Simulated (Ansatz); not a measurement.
`C[SiH2][SiH2][SiH3]`. The species carries charge 0 and has multiplicity 1. All single points use the PBE0-D4/def2-TZVP geometry. It is one conformer, not always the lowest.

```xyz
14

C    -2.026   -1.781   -0.224
Si   -0.247   -1.187   -0.172
Si   -0.083    1.122    0.172
Si    2.156    1.796    0.222
H    -2.537   -1.556    0.715
H    -2.067   -2.861   -0.386
H    -2.573   -1.294   -1.034
H     0.444   -1.516   -1.451
H     0.494   -1.874    0.924
H    -0.791    1.852   -0.920
H    -0.737    1.493    1.460
H     2.280    3.262    0.441
H     2.871    1.091    1.320
H     2.816    1.452   -1.066
```

Q: What is the dipole moment at PBE/def2-TZVPP? (Best estimate.)

A: Ansatz gave: 1.11 D, with components (-0.96, -0.55, -0.06) D in this frame, pointing from negative to positive charge.

Q: And with r2SCAN, B3LYP, ωB97M-V? (Best estimate.)

A: Ansatz gave: r2SCAN 1.11 D, B3LYP 1.05 D, ωB97M-V 1.05 D.

Q: Give the Mulliken charges with PBE, B3LYP, ωB97M-V in def2-TZVPP. (Best estimate.)

A: Ansatz gave: 
| atom | PBE | B3LYP | ωB97M-V |
| --- | --- | --- | --- |
| C1 | -0.37 | -0.39 | -0.45 |
| Si2 | 0.18 | 0.24 | 0.16 |
| Si3 | 0.08 | 0.12 | 0.02 |
| Si4 | 0.11 | 0.15 | 0.05 |
| H5 | 0.11 | 0.11 | 0.12 |
| H6 | 0.11 | 0.11 | 0.12 |
| H7 | 0.11 | 0.11 | 0.12 |
| H8 | -0.06 | -0.07 | -0.03 |
| H9 | -0.06 | -0.07 | -0.03 |
| H10 | -0.05 | -0.07 | -0.02 |
| H11 | -0.05 | -0.07 | -0.02 |
| H12 | -0.04 | -0.06 | -0.02 |
| H13 | -0.04 | -0.06 | -0.02 |
| H14 | -0.04 | -0.06 | -0.02 |

B3LYP here is the variant with VWN-RPA as its local correlation; programs differ in this.
